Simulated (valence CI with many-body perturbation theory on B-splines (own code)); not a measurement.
**E1 line list for Rb³²⁺**

Calculated by valence CI with perturbative core correlation (CI+MBPT): three valence electrons over a frozen Dirac-Fock core [He], a basis of 11 s, 11 p, 9 d, 7 f, 5 g, 2 h, 1 i functions for each j, with the one-electron correlation potential Σ1 (screened to all orders), the two-electron term Σ2, the three-electron term Σ3, Breit, model QED; selected single and double excitations, second order for the rest (own B-spline code, finite nucleus).

No measured spectrum was set against this ion. As an estimate, large intervals hold to a few tenths of a per cent, small ones and those within an open d or f shell to about a per cent.

Lines 201 to 250 of 265 in falling wavelength, among levels below 20728 × 10³ cm⁻¹, chosen from the strongest by gf and those to the six lowest levels. Wavelengths and rates use the calculated energies. Electric multipoles are in the length gauge, E1 and E2 with the static RPA response of the core. Weak lines are less certain than strong ones. Lines between different terms over intervals too small for the method are left out, as are lines whose strength nearly cancels. The highest levels of a list are the least certain.

Levels are named by their leading jj configuration (3d3/2^4 stands for four electrons in 3d with j = 3/2), which in mixed levels can hold well under half, so a name can repeat and another be missing. Letters in brackets count levels of one name in rising energy.

```
λ vac (nm)                          Upper                       Lower   A (s⁻¹)  S (a.u.)
    0.5319      (2p1/2 2p3/2 3p1/2) J=5/2  (2s 2p1/2 2p3/2) J=3/2 [b]  8.56e+11  3.82e-04
    0.5312  (2p1/2 2p3/2 3p3/2) J=1/2 [a]      (2s 2p1/2 2p3/2) J=1/2  1.26e+13  1.87e-03
    0.5304     (2s 2p3/2 3p1/2) J=3/2 [a]          (2s^2 2p3/2) J=3/2  9.73e+12  2.87e-03
    0.5300  (2p1/2 2p3/2 3p1/2) J=3/2 [b]      (2s 2p1/2 2p3/2) J=1/2  1.13e+13  3.33e-03
    0.5299         (2s 2p1/2 3p1/2) J=3/2          (2s^2 2p1/2) J=1/2  6.90e+12  2.03e-03
    0.5298         (2s 2p3/2 3p1/2) J=5/2          (2s^2 2p3/2) J=3/2  1.72e+13  7.59e-03
    0.5298  (2p1/2 2p3/2 3p3/2) J=5/2 [a]  (2s 2p1/2 2p3/2) J=3/2 [b]  8.60e+11  3.79e-04
    0.5292  (2p1/2 2p3/2 3p3/2) J=1/2 [a]  (2s 2p1/2 2p3/2) J=3/2 [b]  2.81e+12  4.11e-04
    0.5288     (2s 2p3/2 3d3/2) J=5/2 [b]      (2s 2p1/2 2p3/2) J=5/2  7.80e+11  3.41e-04
    0.5287  (2p1/2 2p3/2 3p3/2) J=3/2 [a]  (2s 2p1/2 2p3/2) J=3/2 [b]  1.21e+13  3.53e-03
    0.5283     (2s 2p3/2 3d5/2) J=7/2 [b]      (2s 2p1/2 2p3/2) J=5/2  2.51e+12  1.46e-03
    0.5279  (2p1/2 2p3/2 3p3/2) J=3/2 [b]      (2s 2p1/2 2p3/2) J=1/2  7.37e+12  2.14e-03
    0.5269     (2s 2p3/2 3p3/2) J=3/2 [a]          (2s^2 2p3/2) J=3/2  2.17e+13  6.26e-03
    0.5264     (2s 2p1/2 3p1/2) J=1/2 [b]          (2s^2 2p1/2) J=1/2  1.05e+13  1.51e-03
    0.5263     (2s 2p1/2 3p3/2) J=3/2 [a]          (2s^2 2p1/2) J=1/2  1.18e+13  3.41e-03
    0.5262     (2s 2p3/2 3d5/2) J=3/2 [b]      (2s 2p1/2 2p3/2) J=5/2  9.74e+11  2.80e-04
    0.5260  (2p1/2 2p3/2 3p3/2) J=3/2 [b]  (2s 2p1/2 2p3/2) J=3/2 [b]  1.04e+13  2.98e-03
    0.5258  (2p1/2 2p3/2 3p1/2) J=3/2 [a]      (2s 2p1/2 2p3/2) J=5/2  1.39e+12  3.99e-04
    0.5254             (2p1/2^2 3s) J=1/2          (2s^2 2p3/2) J=3/2  1.94e+12  2.78e-04
    0.5249  (2p1/2 2p3/2 3p3/2) J=5/2 [b]  (2s 2p1/2 2p3/2) J=3/2 [b]  1.20e+13  5.13e-03
    0.5248     (2s 2p3/2 3p3/2) J=5/2 [a]          (2s^2 2p3/2) J=3/2  2.61e+13  1.12e-02
    0.5247     (2s 2p3/2 3d3/2) J=5/2 [b]  (2s 2p1/2 2p3/2) J=3/2 [a]  4.99e+11  2.13e-04
    0.5245         (2s 2p1/2 3p3/2) J=1/2          (2s^2 2p1/2) J=1/2  3.19e+13  4.54e-03
    0.5244          (2p1/2^2 3p1/2) J=1/2          (2s 2p1/2^2) J=1/2  1.23e+13  1.76e-03
    0.5242     (2s 2p3/2 3p3/2) J=1/2 [a]          (2s^2 2p3/2) J=3/2  3.29e+13  4.67e-03
    0.5241      (2p1/2 2p3/2 3p1/2) J=5/2      (2s 2p1/2 2p3/2) J=5/2  9.82e+12  4.18e-03
    0.5233     (2s 2p1/2 3p3/2) J=3/2 [b]          (2s^2 2p1/2) J=1/2  2.71e+13  7.68e-03
    0.5232     (2s 2p3/2 3d3/2) J=1/2 [b]  (2s 2p1/2 2p3/2) J=3/2 [a]  1.79e+12  2.53e-04
    0.5228  (2p1/2 2p3/2 3p3/2) J=1/2 [b]  (2s 2p1/2 2p3/2) J=3/2 [b]  1.45e+13  2.04e-03
    0.5227      (2p1/2 2p3/2 3p1/2) J=1/2  (2s 2p1/2 2p3/2) J=3/2 [a]  9.97e+12  1.41e-03
    0.5221     (2s 2p3/2 3d5/2) J=3/2 [b]  (2s 2p1/2 2p3/2) J=3/2 [a]  3.61e+12  1.01e-03
    0.5220  (2p1/2 2p3/2 3p3/2) J=5/2 [a]      (2s 2p1/2 2p3/2) J=5/2  1.21e+12  5.10e-04
    0.5220     (2s 2p3/2 3d5/2) J=3/2 [a]          (2s 2p1/2^2) J=1/2  6.09e+11  1.71e-04
    0.5217  (2p1/2 2p3/2 3p1/2) J=3/2 [a]  (2s 2p1/2 2p3/2) J=3/2 [a]  5.37e+12  1.50e-03
    0.5210  (2p1/2 2p3/2 3p3/2) J=3/2 [a]      (2s 2p1/2 2p3/2) J=5/2  3.91e+12  1.09e-03
    0.5203         (2s 2p3/2 3p1/2) J=1/2          (2s^2 2p3/2) J=3/2  1.70e+13  2.36e-03
    0.5203  (2p1/2 2p3/2 3p1/2) J=3/2 [b]      (2s 2p1/2 2p3/2) J=5/2  1.55e+13  4.32e-03
    0.5201     (2s 2p3/2 3p1/2) J=3/2 [b]          (2s^2 2p3/2) J=3/2  9.27e+12  2.57e-03
    0.5200      (2p1/2 2p3/2 3p1/2) J=5/2  (2s 2p1/2 2p3/2) J=3/2 [a]  1.10e+12  4.57e-04
    0.5197         (2s 2p3/2 3d5/2) J=1/2          (2s 2p1/2^2) J=1/2  8.86e+11  1.23e-04
    0.5197      (2p1/2 2p3/2 3p3/2) J=7/2      (2s 2p1/2 2p3/2) J=5/2  1.83e+13  1.01e-02
    0.5190          (2p1/2^2 3p3/2) J=3/2          (2s 2p1/2^2) J=1/2  1.85e+13  5.10e-03
    0.5183  (2p1/2 2p3/2 3p3/2) J=3/2 [b]      (2s 2p1/2 2p3/2) J=5/2  2.49e+12  6.85e-04
    0.5180  (2p1/2 2p3/2 3p3/2) J=5/2 [a]  (2s 2p1/2 2p3/2) J=3/2 [a]  1.80e+13  7.42e-03
    0.5175  (2p1/2 2p3/2 3p3/2) J=1/2 [a]  (2s 2p1/2 2p3/2) J=3/2 [a]  6.04e+12  8.27e-04
    0.5173  (2p1/2 2p3/2 3p3/2) J=5/2 [b]      (2s 2p1/2 2p3/2) J=5/2  9.19e+12  3.77e-03
    0.5170  (2p1/2 2p3/2 3p3/2) J=3/2 [a]  (2s 2p1/2 2p3/2) J=3/2 [a]  5.91e+12  1.61e-03
    0.5170     (2s 2p3/2 3p3/2) J=5/2 [b]          (2s^2 2p3/2) J=3/2  7.94e+12  3.25e-03
    0.5161     (2s 2p3/2 3p3/2) J=3/2 [b]          (2s^2 2p3/2) J=3/2  8.37e+12  2.27e-03
    0.5144  (2p1/2 2p3/2 3p3/2) J=3/2 [b]  (2s 2p1/2 2p3/2) J=3/2 [a]  5.08e+12  1.36e-03
```
